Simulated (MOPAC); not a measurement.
Input file for MOPAC: PM7 on BrHSi (SMILES [SiH]Br), a point of a bond scan (R = 2.267 Å).

```
PM7 1SCF PRECISE CHARGE=0 THREADS=1
BrHSi

Si    -0.89669569 1    -0.76104712 1     1.06218335 1
H     -1.89251546 1    -1.22928872 1     0.00776741 1
Br     0.41275014 1     0.33954138 1    -0.42509526 1
```

Output:

```
*******************************************************************************
 **                                                                           **
 **                              MOPAC v23.2.5                                **
 **                                                                           **
 *******************************************************************************
 ** MOPAC's Digital Object Identifier: https://doi.org/10.5281/zenodo.6511958 **
 **                                                                           **
 ** Please cite the open-source release paper for use of this MOPAC version:  **
 ** J. E. Moussa and J. J. P. Stewart (2026)                                  **
 ** MOPAC: An open-source semiempirical molecular orbital program             **
 ** J. Open Source Softw., 11(119), 8025, https://doi.org/10.21105/joss.08025 **
 *******************************************************************************

                              PM7 CALCULATION RESULTS

 *******************************************************************************
 *  PM7        - The PM7 Hamiltonian to be used
 *
 *
 *
 *                 CHARGE ON SYSTEM = 0
 *
 *
 *
 *  PRECISE    - TIGHTER CRITERIA TO BE USED
 *  1SCF       - DO 1 SCF AND THEN STOP
 *  THREADS=1  - MULTI-THREADING NOT USED
 *  T=         - A TIME OF 172800.0 SECONDS REQUESTED
 *  DUMP=N     - RESTART FILE WRITTEN EVERY 7200.0 SECONDS REQUESTED
 *******************************************************************************
PM7 1SCF PRECISE CHARGE=0 THREADS=1
 BrHSi

   ATOM   CHEMICAL          X               Y               Z
  NUMBER   SYMBOL      (ANGSTROMS)     (ANGSTROMS)     (ANGSTROMS)

     1      Si         -0.89669569  *  -0.76104712  *   1.06218335  *
     2       H         -1.89251546  *  -1.22928872  *   0.00776741  *
     3      Br          0.41275014  *   0.33954138  *  -0.42509526  *



          CARTESIAN COORDINATES

    NO.       ATOM           X           Y           Z

     1        Si         -0.8967     -0.7610      1.0622
     2         H         -1.8925     -1.2293      0.0078
     3        Br          0.4128      0.3395     -0.4251

 General Reference for PM7:
 "Optimization of Parameters for Semiempirical Methods VI: More Modifications to the
 NDDO Approximations and Re-optimization of Parameters", J. J. P. Stewart, J. Mol. Mod., 1:32, 19 (2013)
 https://link.springer.com/article/10.1007/s00894-012-1667-x

           Empirical Formula: H Si Br  =     3 atoms



      MOLECULAR POINT GROUP   :   Cs


      RHF CALCULATION, NO. OF DOUBLY OCCUPIED LEVELS = 6


 -------------------------------------------------------------------------------
 PM7 1SCF PRECISE CHARGE=0 THREADS=1
 BrHSi



     1SCF WAS SPECIFIED, SO BFGS WAS NOT USED
     SCF FIELD WAS ACHIEVED


                              PM7 CALCULATION
                                                       MOPAC v23.2.5 Linux




          FINAL HEAT OF FORMATION =         49.74888 KCAL/MOL =     208.14932 KJ/MOL


          COSMO AREA              =        100.90 SQUARE ANGSTROMS
          COSMO VOLUME            =         89.40 CUBIC ANGSTROMS

          IONIZATION POTENTIAL    =          9.711541 EV
          HOMO LUMO ENERGIES (EV) =         -9.712 -1.184
          NO. OF FILLED LEVELS    =          6
          MOLECULAR WEIGHT        =        108.9974         POINT GROUP:  Cs

          MOLECULAR DIMENSIONS (Angstroms)

            Atom       Atom       Distance
           Br     3    H     2     2.82185
           Si     1   Br     3     1.22097
           Si     1    H     2     0.00000


          SCF CALCULATIONS        =          1





   ATOM   CHEMICAL          X               Y               Z
  NUMBER   SYMBOL      (ANGSTROMS)     (ANGSTROMS)     (ANGSTROMS)

     1      Si         -0.89669569  *  -0.76104712  *   1.06218335  *
     2       H         -1.89251546  *  -1.22928872  *   0.00776741  *
     3      Br          0.41275014  *   0.33954138  *  -0.42509526  *

                             CARTESIAN COORDINATES

   1   Si       -0.896695690    -0.761047120     1.062183350
   2    H       -1.892515460    -1.229288720     0.007767410
   3   Br        0.412750140     0.339541380    -0.425095260


           Empirical Formula: H Si Br  =     3 atoms



      MOLECULAR POINT GROUP   :   Cs


                  EIGENVALUES
 -26.84895 -16.48745 -12.14182 -11.02126 -10.96869  -9.71154  -1.18442  -0.02951
   3.22818  22.54556  22.67338  22.82986  22.96768  23.89229 260.54610 260.74312
 260.87353 261.45464 261.46155


              NET ATOMIC CHARGES AND DIPOLE CONTRIBUTIONS

  ATOM NO.   TYPE          CHARGE      No. of ELECS.   s-Pop       p-Pop       d-Pop
    1         Si           0.258793        3.7412     1.34376     2.31205     0.08540
    2          H          -0.004700        1.0047     1.00470
    3         Br          -0.254093        7.2541     1.92355     5.32884     0.00170
 DIPOLE           X         Y         Z       TOTAL
 POINT-CHG.    -1.576    -1.333     1.839     2.764
 HYBRID         0.099     0.442    -2.235     2.281
 SUM           -1.476    -0.891    -0.396     1.769


          ATOMIC ORBITAL ELECTRON POPULATIONS

     Atom    s        px        py        pz      x^2-y^2     xz        z^2       yz        xy
    1 Si   1.34376   0.51474   0.24289   1.55442   0.00939   0.03345   0.01040   0.01900   0.01316
    2  H   1.00470
    3 Br   1.92355   1.80681   1.82068   1.70135   0.00016   0.00042   0.00036   0.00034   0.00043

 **********************
 *                    *
 * JOB ENDED NORMALLY *
 *                    *
 **********************




 == MOPAC DONE ==
```

The run finished.

Cost: about 0.03 core-seconds (a rough figure).
